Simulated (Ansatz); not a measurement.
`[F][Al@H-]1[Br+][Al@H-]([F])[Br+]1` at its PBE0-D4/def2-TZVP geometry, where that method's forces vanish. The species carries charge 0 and has multiplicity 1.

| atom | x (Å) | y (Å) | z (Å) |
| --- | --- | --- | --- |
| F1 | 1.234 | -2.266 | 1.066 |
| Al2 | 1.020 | -1.298 | -0.248 |
| Br3 | -1.389 | -0.995 | -0.508 |
| Al4 | -1.020 | 1.298 | 0.248 |
| F5 | -1.235 | 2.267 | -1.065 |
| Br6 | 1.389 | 0.995 | 0.507 |
| H7 | 1.712 | -1.561 | -1.623 |
| H8 | -1.711 | 1.560 | 1.624 |

**Question.** For each bond, give half the difference of the two atoms' forces along it (eV/Å; positive pushes the atoms apart) under PBE-D4, r2SCAN-D4, B3LYP-D4, ωB97M-V in def2-TZVPP. (Estimate.)

**Answer.** Computed: 
```csv
bond,length (Å),PBE-D4,r2SCAN-D4,B3LYP-D4,ωB97M-V
F1–Al2,1.646,0.45,0.05,0.13,0.14
Al2–Br3,2.441,0.05,0.02,0.13,0.05
Al2–Br6,2.441,0.05,0.02,0.13,0.05
Al2–H7,1.562,-0.06,-0.05,-0.21,-0.24
Br3–Al4,2.441,0.05,0.02,0.13,0.05
Al4–F5,1.646,0.45,0.05,0.13,0.14
Al4–Br6,2.442,0.04,0.02,0.13,0.05
Al4–H8,1.562,-0.06,-0.05,-0.21,-0.24
```

B3LYP here is the variant with VWN-RPA as its local correlation; programs differ in this.
